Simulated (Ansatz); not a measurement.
Ga₂Te₃⁺. Total charge 1; doublet. Geometry r2SCAN-D4/def2-SVP, that of the neutral singlet; atoms count from 1.

```xyz
5

Ga    0.677    0.531   -0.381
Ga   -1.787   -1.246   -0.501
Te   -0.358   -0.001   -2.529
Te    1.933    1.236    1.633
Te   -0.466   -0.520    1.779
```

In the def2 sets Te takes a core potential; there is no spin–orbit coupling. The structure comes from a short search, and lower isomers may exist.

Question: Estimate the Mulliken populations from the PBE0/def2-TZVP orbitals of Ansatz.

Answer: 
```tsv
atom	charge (e)	spin (α − β)
Ga1	0.45	-0.06
Ga2	0.38	-0.03
Te3	-0.05	-0.05
Te4	0.15	0.67
Te5	0.08	0.47
```
Mulliken values depend strongly on the basis.

Question: Where does the spin sit?

Answer: Summed by element: Ga -0.09, Te 1.09, of 1 unpaired in all. Largest on single atoms: Te4 0.67, Te5 0.47, Ga1 -0.06.

Question: And the Mayer bond orders between heavy atoms (over 0.3)?

Answer: Ga1–Te3 1.38 (2.44 Å); Ga1–Te4 0.99 (2.48 Å); Ga1–Te5 0.68 (2.66 Å); Ga2–Te3 0.77 (2.78 Å); Ga2–Te5 0.62 (2.73 Å); Te4–Te5 1.11 (2.98 Å).
